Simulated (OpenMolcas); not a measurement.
Ru III: CASPT2 settings compared

```
Program             : OpenMolcas 26.06
Basis               : ANO-R3 [8s6p5d3f2g1h]
Scalar Hamiltonian  : X2C, finite nucleus
Active space        : 6 electrons in 5 orbitals (4d)
State averaging     : 2S+1 = 5 even, 5 roots; 2S+1 = 3 even, 45 roots (30 in the spin-orbit step); 2S+1 = 1 even, 35 roots (22 in the spin-orbit step)
Spin-orbit coupling : RASSI with atomic mean-field integrals over the reference wave functions, term energies averaged over their components
```

Methods on the same reference wave functions:
A. CASSCF
B. SS-CASPT2, IPEA 0.6 Eh, no level shift (closed shells correlated: 4s 4p)
C. SS-CASPT2, IPEA 0.4 Eh, no level shift (closed shells correlated: 4s 4p)
D. XMS-CASPT2, IPEA 0 Eh, sigma2 regulariser 0.25 Eh (closed shells correlated: none)

Energies in cm⁻¹ above 4d⁶ ⁵D₄, the measured ground level; measured values from Moore, Atomic Energy Levels, vol. III, NSRDS-NBS 35 (1971 reprint of NBS Circular 467, 1958).

| Level | A | B | C | D | Measured |
| --- | --- | --- | --- | --- | --- |
| 4d⁶ ⁵D₄ | 0.0 | 0.0 | 0.0 | 0.0 | 0.0 |
| 4d⁶ ⁵D₃ | 1196 | 1211 | 1216 | 1216 | 1159 |
| 4d⁶ ⁵D₂ | 1930 | 1932 | 1933 | 1930 | 1826 |
| 4d⁶ ⁵D₁ | 2376 | 2370 | 2370 | 2360 | 2266 |
| 4d⁶ ⁵D₀ | 2587 | 2570 | 2570 | 2570 | 2476 |
| 4d⁶ ³H₆ | 17770 | 16270 | 15910 | 17170 |  |
| 4d⁶ ³H₅ | 18179 | 16560 | 16180 | 17310 |  |
| 4d⁶ ³P₂ | 19167 | 16650 | 16080 | 15790 |  |
| 4d⁶ ³F₃ | 20716 | 18420 | 17870 | 17980 |  |
| 4d⁶ ³F₂ | 21491 | 19260 | 18690 | 18690 |  |

Deviations, from unrounded energies. A percentage is the sum of absolute deviations over the sum of measured energies, with the sign that they share, or ± where signs differ.

| Against measurement | Levels | A | B | C | D |
| --- | --- | --- | --- | --- | --- |
| mean absolute deviation (cm-1) | 4 | 90 | 90 | 90 | 87 |
| fine structure of the ground term (%) | 4 | +4.7 | +4.6 | +4.7 | +4.5 |

A, B, C, D lie about equally close to measurement. The largest miss of D in the table is 4d⁶ ⁵D₂, by +100 cm-1. The ranking rests on the paired levels alone, and a cruder setting can come out closer through cancelling errors.

Among B to D the level of the table that moves most is 4d⁶ ³H₆, by 1300 cm-1 (lowest in C, highest in D). Moves below CASPT2's spread within the term are not significant.

The two smallest mean deviations differ by little beside CASPT2's spread within terms, so their order carries little weight.

From A to B the spin-free energies of the other terms of 4d⁶ shown, above ⁵D, scale by factors of 0.87 to 0.91, as is usual when dynamic correlation screens the repulsion within a d or f shell.

The lowest spin-free term lies below A's lowest term by 0.461 hartree in B, 0.470 hartree in C, 0.131 hartree in D.

CASPT2 does not keep the components of a term degenerate, so their means are used; among the terms shown or strongly mixed into the levels shown the widest spread is 190 cm-1 (4d⁶ ³G, B). Some high roots are left out of the spin-orbit mixing, which shifts the levels that they would mix with. Levels of configurations with an s electron are missing; early in the row they begin among the upper levels of the d shell and mix with terms of their name. Without dynamic correlation excited terms often stand tens of per cent too high (terms of higher spin than the ground term too low), and those without a measured partner can miss by more than the paired ones (holds for A). Computed and measured levels are paired by configuration, term and J; levels that our copy of the source lacks, or whose pairing is in doubt (as where it misses far off the trend of its configuration), stay unpaired and out of the deviations. Levels of configurations outside the active space are missing. Levels that lie high or do not pair safely by name in every column are left out.
